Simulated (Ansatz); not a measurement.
Reaction (redistribution): `[CH3][AlH][Se]C` + `O[BH][AlH2]` → `C[Se][BH][AlH2]` + `[CH3][AlH][OH]`

Calculated with Ansatz (gas phase, PBE0-D4/def2-TZVP geometries, no zero-point term in ΔE). CCSD(T)/CBS adds triple-zeta CCSD(T) − MP2 to the extrapolated MP2 energy (def2 sets, frozen cores). Functionals use def2-TZVPP. For Se outer-core shells are correlated without core-valence functions, which leaves a few kJ/mol of doubt a bond. Scalar relativity is left out up to krypton. One conformer a species, not always the lowest.

```
             level  ΔE (kJ/mol)
              PBE0          3.5
   CCSD/def2-TZVPP         -0.8
CCSD(T)/def2-TZVPP         -3.7
     MP2/CBS(def2)         -7.5
```

What does CCSD(T)/CBS give? (Best estimate.)

Computed: -3.9 kJ/mol. The listed levels differ from it by 7.4, 3.1, 0.2, -3.6 kJ/mol.

Largest T1 diagnostic among the species: 0.014.

In def2-TZVPP, CCSD(T) changes the Hartree–Fock value by −20.9 kJ/mol (the triples alone add −3.0 kJ/mol) and MP2 by −24.5 kJ/mol. From PBE to PBE0 (25 % exact exchange), in def2-TZVPP and without D4, ΔE moves by +3.8 kJ/mol.
